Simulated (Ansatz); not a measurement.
ZrIF3⁺. The state is a doublet with charge 1. Geometry PBE0-D4/def2-SVP, that of the neutral singlet; atoms count from 1.

Cartesian coordinates in Å:
```
Zr -0.023 0.156 0.008
I 0.373 -2.525 -0.126
F 1.513 0.997 0.710
F -1.496 0.532 1.125
F -0.367 0.841 -1.716
```

In the def2 sets I, Zr take a core potential; there is no spin–orbit coupling.

Problem. Estimate the Mulliken populations from the PBE0/def2-TZVP orbitals of Ansatz.

Solution. 
| atom | charge (e) | spin (α − β) | d electrons |
| --- | --- | --- | --- |
| Zr1 | 1.73 | -0.02 | 1.73 |
| I2 | 0.37 | 1.00 | – |
| F3 | -0.37 | 0.00 | – |
| F4 | -0.37 | 0.01 | – |
| F5 | -0.37 | 0.01 | – |
Mulliken values depend strongly on the basis.

Problem. Where does the spin sit?

Solution. Summed by element: Zr -0.02, I 1.00, F 0.02, of 1 unpaired in all. Largest on single atoms: I2 1.00, Zr1 -0.02, F4 0.01.

Problem. And the Mayer bond orders between heavy atoms (over 0.3)?

Solution. Zr1–I2 0.65 (2.71 Å); Zr1–F3 1.04 (1.89 Å); Zr1–F4 1.04 (1.89 Å); Zr1–F5 1.04 (1.89 Å).
